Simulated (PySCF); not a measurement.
Computed shifts of a molecule C5H9N, PBE/pcSseg-1 (PySCF), GIAO, gas phase, equivalent atoms averaged, in ppm (number of nuclei): ¹³C: 168.5 (1), 159.6 (1), 97.1 (1), 28.8 (1), 27.0 (1). ¹⁵N: 393.3 (1). ¹H: 7.85 (1), 4.37 (2), 2.29 (3), 2.21 (3). References: ¹³C against TMS (σ = 182.0 ppm); ¹⁵N against NH3 (σ = 267.0 ppm); ¹H against TMS (σ = 31.49 ppm), references at their B3LYP-D3(BJ)/def2-TZVP geometries, non-relativistic. Geometry optimised at B3LYP-D3(BJ)/def2-SVP. One conformer was computed; it need not be the lowest.

**Question.** Identify the compound among the candidates.
A) CN1CC=CC1
B) C=C=CCNC
C) C=C(C)/N=C/C
D) CC1=CCNC1

**Answer.** C, C=C(C)/N=C/C
